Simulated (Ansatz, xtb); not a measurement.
**Relative energy of two structures of Cl3F2Nb**

Structure X: a singlet given by its coordinates. Structure Y: a singlet given by its coordinates. Both are isolated molecules in the gas phase, relaxed with PBE0-D4/def2-SVP.

X (Å):

```yaml
atoms:
  - { symbol: Cl, position_ang: [0.0160, -2.3142, -0.1593] }
  - { symbol: Cl, position_ang: [1.0088, 1.1073, -1.8154] }
  - { symbol: Cl, position_ang: [-0.7562, 1.0627, 1.6941] }
  - { symbol: F, position_ang: [-1.5745, 0.0302, -0.9296] }
  - { symbol: F, position_ang: [1.7536, -0.1265, 0.7425] }
  - { symbol: Nb, position_ang: [0.0896, -0.0481, -0.0935] }
```

Close contacts (Å): Cl1–Nb6 2.27, Cl2–Nb6 2.27, Cl3–Nb6 2.27, F4–Nb6 1.86, F5–Nb6 1.86.

Y (Å):

```tsv
atom	x (Å)	y (Å)	z (Å)
Cl	-0.5405	-2.1714	-0.1370
Cl	2.1287	-0.3913	0.6839
Cl	-0.5947	1.1038	1.8312
F	-1.6634	0.4599	-0.8369
F	0.7289	0.9042	-1.5099
Nb	-0.0170	0.0309	-0.0774
```

Close contacts (Å): Cl1–Nb6 2.26, Cl2–Nb6 2.32, Cl3–Nb6 2.26, F4–Nb6 1.86, F5–Nb6 1.84.

Energies in hartree; the thermal terms are from GFN2-xTB frequencies at re-optimised GFN2-xTB minima (ideal gas, soft modes damped towards free rotors, one conformer each, 298.15 K, 1 atm) and include the zero-point energy:

```
                               X            Y
E, CCSD(T)/def2-SVP  −1634.559017  −1634.555523
    E, MP2/def2-SVP  −1634.512133  −1634.508967
  E, MP2/def2-TZVPP  −1635.693344  −1635.690754
  zero-point energy      0.006768      0.006482
       H(298 K) − E      0.016733      0.016580
       G(298 K) − E     −0.027476     −0.029624
```

Q: Correct the CCSD(T) difference for the basis set by the MP2 change, then work out ΔE, ΔE₀, ΔH and ΔG for X → Y in kJ/mol (1 Eh = 2625.50 kJ/mol) and the equilibrium ratio [Y]/[X].

A: 1. Differences Y − X: CCSD(T) +0.003494, MP2 in the small set +0.003166, MP2 in the large set +0.002590 Eh.
2. ΔE = +0.003494 + (+0.002590 − (+0.003166)) = +0.002918 Eh = +7.66 kJ/mol.
3. ΔE₀ = ΔE + ΔZPE = +0.002918 + (−0.000286) Eh = +6.91 kJ/mol.
4. ΔH = ΔE + (−0.000153) Eh = +7.26 kJ/mol.
5. ΔG = ΔE + (−0.002148) Eh = +2.02 kJ/mol, so ΔS = (ΔH − ΔG)/T = +17.6 J/(mol K).
6. kT = 0.9442 mEh, so K = [Y]/[X] = exp(−ΔG/kT) = exp(−0.82) ≈ 0.44.

The two are too close for this level to say which is favoured. An error of 4 kJ/mol in ΔG would change K by a factor of 5. Large T1 diagnostics make the coupled-cluster value less sure. Mirror images and further conformers aren't counted.

Other levels gave ΔE = +3.2 (PBE0-D4/def2-SVP); +8.1 (HF/def2-SVP); +8.3 (MP2/def2-SVP); +9.2 (CCSD(T)/def2-SVP) kJ/mol. The correlated steps freeze 17 core orbitals. Atoms past krypton carry core potentials in the def2 sets, without spin–orbit terms. Programs: Ansatz 0.2.0, xtb 6.7.1.
